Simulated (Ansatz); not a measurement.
Ga6P4F6. Charge 0, multiplicity 1. Geometry PBE-D4/def2-SVP.

```csv
atom,x (Å),y (Å),z (Å)
P1,0.045,0.795,-0.261
P2,1.944,-0.407,-0.716
P3,-1.180,-0.836,0.726
P4,0.261,2.301,1.426
Ga5,-1.435,-2.317,-1.722
Ga6,1.183,-1.471,1.293
Ga7,0.168,-0.228,-4.255
Ga8,-1.764,1.631,-2.159
Ga9,1.632,0.616,2.533
Ga10,-1.426,0.905,2.246
F11,-1.614,-0.568,-2.790
F12,1.460,-3.172,1.748
F13,1.001,-1.221,-1.980
F14,-0.259,1.577,-3.550
F15,2.567,1.271,3.897
F16,-2.583,1.125,3.565
```

Single mean-field runs in def2-TZVP are fitted with def2-universal-jkfit.

Q: Estimate the orbital energies around the gap (eV) in Ansatz with HF/STO-3G, LDA (SPW92)/def2-TZVP, PBE-D4/def2-SVP, PBE-D4/def2-TZVP, PBE0-D4/def2-SVP.

A: 
```json
{"orbital": "HOMO−9", "HF/STO-3G": "-6.84", "LDA (SPW92)/def2-TZVP": "-8.74", "PBE-D4/def2-SVP": "-8.41", "PBE-D4/def2-TZVP": "-8.51", "PBE0-D4/def2-SVP": "-9.94"}
{"orbital": "HOMO−8", "HF/STO-3G": "-6.71", "LDA (SPW92)/def2-TZVP": "-8.52", "PBE-D4/def2-SVP": "-8.19", "PBE-D4/def2-TZVP": "-8.26", "PBE0-D4/def2-SVP": "-9.52"}
{"orbital": "HOMO−7", "HF/STO-3G": "-6.61", "LDA (SPW92)/def2-TZVP": "-8.24", "PBE-D4/def2-SVP": "-7.98", "PBE-D4/def2-TZVP": "-8.01", "PBE0-D4/def2-SVP": "-9.30"}
{"orbital": "HOMO−6", "HF/STO-3G": "-6.41", "LDA (SPW92)/def2-TZVP": "-8.06", "PBE-D4/def2-SVP": "-7.76", "PBE-D4/def2-TZVP": "-7.80", "PBE0-D4/def2-SVP": "-8.91"}
{"orbital": "HOMO−5", "HF/STO-3G": "-6.14", "LDA (SPW92)/def2-TZVP": "-7.71", "PBE-D4/def2-SVP": "-7.46", "PBE-D4/def2-TZVP": "-7.48", "PBE0-D4/def2-SVP": "-8.63"}
{"orbital": "HOMO−4", "HF/STO-3G": "-5.97", "LDA (SPW92)/def2-TZVP": "-7.39", "PBE-D4/def2-SVP": "-7.04", "PBE-D4/def2-TZVP": "-7.12", "PBE0-D4/def2-SVP": "-8.07"}
{"orbital": "HOMO−3", "HF/STO-3G": "-5.83", "LDA (SPW92)/def2-TZVP": "-6.59", "PBE-D4/def2-SVP": "-6.36", "PBE-D4/def2-TZVP": "-6.38", "PBE0-D4/def2-SVP": "-7.43"}
{"orbital": "HOMO−2", "HF/STO-3G": "-5.77", "LDA (SPW92)/def2-TZVP": "-6.52", "PBE-D4/def2-SVP": "-6.24", "PBE-D4/def2-TZVP": "-6.28", "PBE0-D4/def2-SVP": "-7.17"}
{"orbital": "HOMO−1", "HF/STO-3G": "-5.28", "LDA (SPW92)/def2-TZVP": "-6.32", "PBE-D4/def2-SVP": "-6.07", "PBE-D4/def2-TZVP": "-6.10", "PBE0-D4/def2-SVP": "-7.03"}
{"orbital": "HOMO", "HF/STO-3G": "-5.09", "LDA (SPW92)/def2-TZVP": "-5.74", "PBE-D4/def2-SVP": "-5.51", "PBE-D4/def2-TZVP": "-5.53", "PBE0-D4/def2-SVP": "-6.46"}
{"orbital": "LUMO", "HF/STO-3G": "3.18", "LDA (SPW92)/def2-TZVP": "-4.01", "PBE-D4/def2-SVP": "-3.66", "PBE-D4/def2-TZVP": "-3.75", "PBE0-D4/def2-SVP": "-3.09"}
{"orbital": "LUMO+1", "HF/STO-3G": "4.37", "LDA (SPW92)/def2-TZVP": "-3.68", "PBE-D4/def2-SVP": "-3.28", "PBE-D4/def2-TZVP": "-3.38", "PBE0-D4/def2-SVP": "-2.63"}
{"orbital": "LUMO+2", "HF/STO-3G": "4.47", "LDA (SPW92)/def2-TZVP": "-3.43", "PBE-D4/def2-SVP": "-3.03", "PBE-D4/def2-TZVP": "-3.14", "PBE0-D4/def2-SVP": "-2.33"}
{"orbital": "LUMO+3", "HF/STO-3G": "5.06", "LDA (SPW92)/def2-TZVP": "-2.92", "PBE-D4/def2-SVP": "-2.53", "PBE-D4/def2-TZVP": "-2.63", "PBE0-D4/def2-SVP": "-1.86"}
{"orbital": "LUMO+4", "HF/STO-3G": "5.41", "LDA (SPW92)/def2-TZVP": "-2.80", "PBE-D4/def2-SVP": "-2.36", "PBE-D4/def2-TZVP": "-2.49", "PBE0-D4/def2-SVP": "-1.63"}
{"orbital": "LUMO+5", "HF/STO-3G": "5.88", "LDA (SPW92)/def2-TZVP": "-2.73", "PBE-D4/def2-SVP": "-2.30", "PBE-D4/def2-TZVP": "-2.44", "PBE0-D4/def2-SVP": "-1.57"}
```
